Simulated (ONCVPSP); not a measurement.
Before and after: ONCV potential for mercury (Hg)

Hg, optimised norm-conserving Vanderbilt (ONCV), made with ONCVPSP 4.0.1 (BLYP, scalar-relativistic). Core [Kr] 4d10, reference 4f14 5s2 5p6 5d10 (charge +2). Waves: 5s: rc 1.55 bohr, ncon 5, nbas 9, qcut 9.6 1/bohr, 2 projectors, debl 1.6 Ha; 5p: rc 1.35 bohr, ncon 4, nbas 7, qcut 12.1 1/bohr, 3 projectors, debl 0.6 Ha; 5d: rc 1.50 bohr, ncon 4, nbas 7, qcut 5.7 1/bohr, 2 projectors, debl 0.8 Ha; 4f: rc 0.85 bohr, ncon 3, nbas 8, qcut 18.3 1/bohr, 2 projectors, debl 1.4 Ha. Local part: polynomial inside 0.65 bohr (lpopt 2, dvloc0 0 Ha). Core correction: Teter function, fcfact 1.5, rcfact 1.3.

In the s channel the program set the typed energies aside and used -5.049, 0.050 Ha. In the p channel the program set the typed energies aside and used -3.149, 0.250, 0.850 Ha. In the d channel the program set the typed energies aside and used -1.053, 0.250 Ha. In the f channel the program set the typed energies aside and used -4.225, 0.250 Ha.

All-electron outer shells of the reference configuration (BLYP, scalar-relativistic, ld1.x):

| shell | level (eV) | outermost node (bohr) | outermost maximum (bohr) |
| --- | --- | --- | --- |
| 5s | -137.39 | 0.47 | 0.82 |
| 4f | -114.98 | – | 0.37 |
| 5p | -85.68 | 0.51 | 0.93 |
| 5d | -28.67 | 0.55 | 1.15 |

Change: s: rc 1.8.

Cutoffs: the cutoffs (Ha) at which the residual kinetic energy of the hardest occupied pseudo-wave falls to 1 and 0.1 mHa per electron; they do not see the model core or the augmentation charge, which bear on the density cutoff. Errors are all-electron minus pseudo energies relative to the spin-unpolarised reference configuration.

Q: What does the change do?

A: The potential gets neither clearly harder nor softer (158 Ha and 338 Ha → 158 Ha and 338 Ha); both files keep a bound ghost (s); of the 4 tests that both files solve, the error grows in 1 and shrinks in 2 by more than 15 % and 0.3 meV (median size 7.8 → 5.8 meV).

| quantity | base | changed |
| --- | --- | --- |
| cutoff, loose | 158 Ha | 158 Ha |
| cutoff, tight | 338 Ha | 338 Ha |
| loose cutoff by channel | s 34 Ha, p 45 Ha, d 39 Ha, f 158 Ha | s 28 Ha, p 45 Ha, d 39 Ha, f 158 Ha |
| bound ghosts | s | s |
| GHOST(+) flags under 300 eV | none | none |
| error for 4f14 5s2 5p6 5d10 6s2, meV [ΔE -29.77 eV] | +7.3 | +1.8 |
| error for 4f14 5s2 5p6 5d10 6s1, meV [ΔE -19.07 eV] | +5.6 | +3.4 |
| error for 4f14 5s2 5p6 5d9, meV [ΔE 35.40 eV] | -8.4 | -8.2 |
| error for 4f14 5s1 5p6 5d10 6s2, meV [ΔE 95.70 eV] | -161 | -271 |
| p: phases at 1.37 bohr within 0.05 rad from the reference energy up to (Ha; the scan ends near 5) | to the end of the scan | to the end of the scan |
| d: phases at 1.52 bohr within 0.05 rad from the reference energy up to (Ha; the scan ends near 5) | 4.8 | 4.8 |
| f: phases at 0.86 bohr within 0.05 rad from the reference energy up to (Ha; the scan ends near 5) | to the end of the scan | to the end of the scan |
| rms error of d²Exc/dni dnj with the model core, mHa | 4.87 | 5.19 |

 A true bound ghost makes a file unfit for plane-wave use even where its test errors are small: the radial tests pick states by their node count and pass the ghost by.
